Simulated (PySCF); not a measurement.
Structure from 2D NMR

Compound of formula C7H13BO2. Correlations simulated from computed shifts and the bond graph:

HSQC (one-bond C–H):
```csv
δH,δC
5.02,114.9
4.94,114.9
3.76,47.4
1.87,26.4
1.86,27.0
0.56,8.9
0.46,8.9
```

COSY cross peaks (H two or three bonds apart, from the bond graph; peaks can be absent where the dihedral angle is near 90°):
```csv
δH,δH
5.02,4.94
3.76,0.56
3.76,0.46
0.56,0.46
```

HMBC (two and three bonds, from the bond graph):
```csv
δH,δC
5.02,"149.2, 27.0, 26.4"
4.94,"149.2, 27.0, 26.4"
3.76,8.9
1.87,"149.2, 114.9, 27.0"
1.86,"149.2, 114.9, 26.4"
0.56,"47.4, 8.9"
0.46,"47.4, 8.9"
```

Carbons without hydrogens: δ 149.2.

Computational details: geometry from PBE0-D3(BJ)/def2-SVP, NMR shieldings at B97-2/pcSseg-1/GIAO, in PySCF 2.14.0 with density-fitted response routines (isolated molecule, one computed conformer, non-relativistic Hamiltonian, averaged over atoms made equivalent by symmetry, fast rotation or ring inversion).

Shifts are taken against calculated references (same method and geometry level): 1H and 13C vs TMS.

Exchangeable hydrogens are left out of these lists.

**Question.** Assemble the structure.

**Answer.** `C=C(C)CB(O)OC1CC1`.

Atoms are numbered as in `[CH2:1]=[C:2]([CH3:3])[CH2:4][B:5]([OH:6])[O:7][CH:8]1[CH2:9][CH2:10]1`; H(Xn) means a hydrogen on atom n. Ha(C1) is cis to C3; Ha(C9), Ha(C10) are cis to O7 on the ring; Hb(C1) is trans to C3; Hb(C9), Hb(C10) are trans to O7 on the ring.

- δC 149.2 is C2, a fully substituted alkene carbon.
- δC 114.9 is C1, a terminal =CH2 carbon (δH 4.94, 5.02).
- δC 47.4 is C8, a three-membered-ring carbon (δH 3.76).
- δC 27.0 is C4, an allylic sp3 CH2 bonded to B (δH 1.86).
- δC 26.4 is C3, an allylic methyl carbon (δH 1.87).
- δC 8.9 is C9/C10, a three-membered-ring carbon (δH 0.56, 0.46).
- HMBC from δH 5.02 reaches the proton-free carbon C2.
- HMBC from δH 4.94 reaches the proton-free carbon C2.
- HMBC from δH 1.87 reaches the proton-free carbon C2.
- HMBC from δH 1.86 reaches the proton-free carbon C2.
- COSY links 5.02–4.94, 3.76–0.56, 3.76–0.46, 0.56–0.46.

The data come from this structure; uniqueness wasn't tested.

OH/NH shifts are gas-phase values; hydrogen bonding in solution moves them, usually downfield. A carbon bonded to boron is broadened by the quadrupolar boron nucleus and is often missing from a measured spectrum. Shifts are as computed. Against solution values, carbons near 30 ppm lie about +1 ppm off and those near 130 ppm about +2 ppm. Of 1211 compounds with measured shifts, 218 miss one by over three times the rms of a fit or turn the order of signals round; such compounds aren't used in these exercises.
